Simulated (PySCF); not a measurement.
Spectra and structures to be paired. Computed, not measured: TDDFT B3LYP/def2-SVPD, vertical, gas phase, core orbitals frozen in the response in PySCF 2.14.0, density-fitted response routines. Geometries: GFN2-xTB; one conformer of each isolated species. Triplets are in the Tamm–Dancoff approximation.

A. `[C@H]1(F)C(F)(C(=C1F)F)F`
B. `FC1=C(C(F)(F)F)[C@H]1F`
C. `C(F)(F)([C@@]1(F)C(=C1)F)F`

Lowest singlet levels (six at most, fewer where fewer were computed) with oscillator strengths:

1. 6.57 eV (f 0.004); 7.14 eV (f 0.088); 7.57 eV (f 0.034); 7.74 eV (f 0.027); 8.23 eV (f 0.089); 8.88 eV (f 0.031); T1 4.86 eV
2. 6.99 eV (f 0.005); 7.54 eV (f 0.063); 7.84 eV (f 0.024); 8.03 eV (f 0.025); 8.48 eV (f 0.045); 8.74 eV (f 0.002); T1 5.11 eV
3. 7.09 eV (f 0.026); 7.16 eV (f 0.009); 7.59 eV (f 0.201); 8.23 eV (f 0.004); 8.25 eV (f 0.019); 8.44 eV (f 0.042); T1 4.76 eV

Task: Match each spectrum to its molecule.

Result: 1 = B, 2 = C, 3 = A.
- A: S1 at 7.09 eV, HOMO→LUMO+1 (68%), HOMO-1→LUMO (19%), HOMO→LUMO (11%); Löwdin shares by element: HOMO carbon 56% or more, fluorine 26% or more (atoms not listed hold the other 18%); LUMO carbon 62% or more, fluorine 18% or more (atoms not listed hold the other 20%); HOMO -8.68 and LUMO -1.12 eV.
- B: S1 at 6.57 eV, HOMO-1→LUMO (87%), HOMO→LUMO (10%); Löwdin shares by element: HOMO carbon 70% or more, fluorine 12% or more (atoms not listed hold the other 18%); LUMO carbon 71% or more, fluorine 10% or more (atoms not listed hold the other 19%); HOMO -9.08 and LUMO -1.45 eV.
- C: S1 at 6.99 eV, HOMO-1→LUMO (85%), HOMO→LUMO (12%); Löwdin shares by element: HOMO carbon 69% or more, fluorine 12% or more (atoms not listed hold the other 19%); LUMO carbon 70% or more, fluorine 10% or more, hydrogen 8%; HOMO -9.03 and LUMO -1.06 eV.
A and C have S1 within 0.11 eV of each other; their strongest listed levels stand at 7.59 eV (f 0.201) and 7.54 eV (f 0.063).
